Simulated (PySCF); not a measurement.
## Run record: Al12N12

The script drives PySCF SCF with an in-house response code with single-precision fitted integrals, so total energies wander by about 1e-6 Eh between cycles (the fitting error itself is about 1e-3 Eh and cancels in differences); atoms count from 0. Kgrid is the grid level of the response kernel; vcut the energy (Eh) above which virtual orbitals leave the response; delta the states run by ΔSCF (the anion only where the lumo is low enough to bind); pop asks for populations, which are stored and not printed; grid is the SCF grid level (2 if not given).

The bonding changed from the starting structure during the optimisation; the coordinates given are those used. The basis has no diffuse functions, so the polarisability comes out too low.

Job and coordinates (Å):

```
{"job": {"kind": "uv", "basis": "6-31G*", "grid": 1, "kgrid": 0, "vcut": 1.5, "nstates": 6, "ntriplets": 2, "tda": true, "delta": [], "pop": true, "xc": "PBE0"}, "charge": 0, "multiplicity": 1}
Al     0.786096    -0.531817     1.831526
Al    -1.872159    -2.652318    -0.156448
Al     1.460428     1.586261    -2.431936
Al    -2.019060    -0.162396     0.387365
Al     2.018449     0.163249    -0.387124
Al    -0.786241     0.532912    -1.831097
Al    -0.325141     1.730436     1.074524
Al    -0.627645     2.982549    -1.129728
Al     0.324209    -1.729374    -1.074010
Al    -1.460463    -1.585675     2.432021
Al     0.626951    -2.981476     1.130195
Al     1.870948     2.653421     0.156390
N     -0.275382    -3.501444    -0.362651
N      0.993369    -0.225359    -1.988746
N     -1.604446     1.511886    -0.368539
N      1.504704     1.102441     1.231981
N     -0.216635     2.226236    -2.733389
N     -0.993879     0.226085     1.989093
N      0.274256     3.502484     0.363328
N      2.772503     1.832068    -1.194638
N      0.216739    -2.224993     2.734039
N      1.603800    -1.510857     0.368819
N     -2.772972    -1.831122     1.195152
N     -1.505471    -1.101339    -1.231691
```

Command:

```bash
OMP_NUM_THREADS=2 python large_run.py task.json out
```

What does the program print?


```
start: PBE on a coarse grid of 30080 points
cycle   1  E = -3563.8723498054  dE =  5.631e+00  |g| = 2.053e+00  |ddm| = 7.285e+00
cycle   2  E = -3556.2400340649  dE =  7.632e+00  |g| = 5.236e+00  |ddm| = 1.916e+01
cycle   3  E = -3564.7830843190  dE = -8.543e+00  |g| = 7.286e-01  |ddm| = 1.742e+01
cycle   4  E = -3564.8254931096  dE = -4.241e-02  |g| = 7.093e-01  |ddm| = 2.182e+00
cycle   5  E = -3564.9308226728  dE = -1.053e-01  |g| = 3.416e-01  |ddm| = 1.048e+00
cycle   6  E = -3564.9588251663  dE = -2.800e-02  |g| = 4.780e-02  |ddm| = 5.745e-01
cycle   7  E = -3564.9594191290  dE = -5.940e-04  |g| = 1.606e-02  |ddm| = 1.276e-01
cycle   8  E = -3564.9594964933  dE = -7.736e-05  |g| = 5.428e-03  |ddm| = 3.513e-02
final grid: 124261 points
cycle   9  E = -3564.8741142403  dE = -2.016e-02  |g| = 5.147e-02  |ddm| = 7.726e-01
cycle  10  E = -3564.8733872474  dE =  7.270e-04  |g| = 7.596e-02  |ddm| = 2.168e-01
cycle  11  E = -3564.8747610529  dE = -1.374e-03  |g| = 1.259e-02  |ddm| = 1.092e-01
cycle  12  E = -3564.8747829783  dE = -2.193e-05  |g| = 8.164e-03  |ddm| = 2.526e-02
cycle  13  E = -3564.8747993028  dE = -1.632e-05  |g| = 1.404e-03  |ddm| = 1.386e-02
cycle  14  E = -3564.8748000522  dE = -7.494e-07  |g| = 5.311e-04  |ddm| = 2.653e-03
cycle  15  E = -3564.8747991311  dE =  9.211e-07  |g| = 3.513e-04  |ddm| = 1.011e-03
cycle  16  E = -3564.8748030529  dE = -3.922e-06  |g| = 3.526e-05  |ddm| = 4.317e-04
converged SCF energy = -3564.8748030529

Static polarisability (au): isotropic 283.760, principal 254.231 254.299 342.748

Singlet excitations
state   eV       nm        f      main configurations
  1   3.1867    389.1   0.00810   H->L 0.96
  2   3.1876    389.0   0.00812   H-1->L 0.96
  3   3.4069    363.9   0.00000   H-2->L 0.91
  4   3.4076    363.8   0.00000   H-3->L 0.91
  5   3.5792    346.4   0.00000   H-4->L 0.98
  6   3.6444    340.2   0.05804   H-5->L 0.96

Triplet excitations (Tamm-Dancoff, eV): 3.0270 3.0278
```

Roughly how long does this take on 2 threads of Arm Neoverse V1 (shared host), and how large is the basis?

About 58 s of wall time, peak memory 1.2 GiB; 384 basis functions and 2124 fitting functions.
